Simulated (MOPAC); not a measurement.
MOPAC input (MNDO):

```
MNDO 1SCF GEO-OK AUX(PRECISION=9) THREADS=1
H3As

As    0.00033700 1    0.00016000 1    0.07075400 1
H    -0.77588200 1   -1.00630300 1   -0.77234000 1
H    -0.48757000 1    1.16924800 1   -0.77864200 1
H     1.25234300 1   -0.16823600 1   -0.78388900 1
```

From the output:

```
                                                       MOPAC v23.2.5 Linux

          FINAL HEAT OF FORMATION =          4.67030 KCAL/MOL =      19.54053 KJ/MOL

          COSMO AREA              =         67.55 SQUARE ANGSTROMS
          COSMO VOLUME            =         50.53 CUBIC ANGSTROMS

          IONIZATION POTENTIAL    =         11.974735 EV
          HOMO LUMO ENERGIES (EV) =        -11.975 -0.378
          NO. OF FILLED LEVELS    =          4
          MOLECULAR WEIGHT        =         77.9453         POINT GROUP:  C3v

          MOLECULAR DIMENSIONS (Angstroms)

            Atom       Atom       Distance
            H     4    H     3     2.19458
            H     3    H     2     1.90056
            H     2   As     1     0.84906

          SCF CALCULATIONS        =          1

   ATOM   CHEMICAL          X               Y               Z
  NUMBER   SYMBOL      (ANGSTROMS)     (ANGSTROMS)     (ANGSTROMS)

     1      As          0.00033700  *   0.00016000  *   0.07075400  *
     2       H         -0.77588200  *  -1.00630300  *  -0.77234000  *
     3       H         -0.48757000  *   1.16924800  *  -0.77864200  *
     4       H          1.25234300  *  -0.16823600  *  -0.78388900  *

                             CARTESIAN COORDINATES

   1   As        0.000337000     0.000160000     0.070754000
   2    H       -0.775882000    -1.006303000    -0.772340000
   3    H       -0.487570000     1.169248000    -0.778642000
   4    H        1.252343000    -0.168236000    -0.783889000

           Empirical Formula: H3 As  =     4 atoms

      MOLECULAR POINT GROUP   :   C3v

                  EIGENVALUES
 -18.77587 -13.47008 -13.47008 -11.97474  -0.37766  -0.11871  -0.11870

              NET ATOMIC CHARGES AND DIPOLE CONTRIBUTIONS

  ATOM NO.   TYPE          CHARGE      No. of ELECS.   s-Pop       p-Pop
    1         As          -0.102458        5.1025     1.87286     3.22959
    2          H           0.034152        0.9658     0.96585
    3          H           0.034153        0.9658     0.96585
    4          H           0.034152        0.9658     0.96585
 DIPOLE           X         Y         Z       TOTAL
 POINT-CHG.    -0.002    -0.001    -0.418     0.418
 HYBRID        -0.008    -0.004    -1.657     1.657
 SUM           -0.010    -0.005    -2.075     2.075

          ATOMIC ORBITAL ELECTRON POPULATIONS

     Atom    s        px        py        pz
    1 As   1.87286   1.04977   1.04977   1.13005
    2  H   0.96585
    3  H   0.96585
    4  H   0.96585

 **********************
 *                    *
 * JOB ENDED NORMALLY *
 *                    *
 **********************

 == MOPAC DONE ==
```

The geometry given is a B3LYP-D3(BJ)/def2-TZVP minimum.
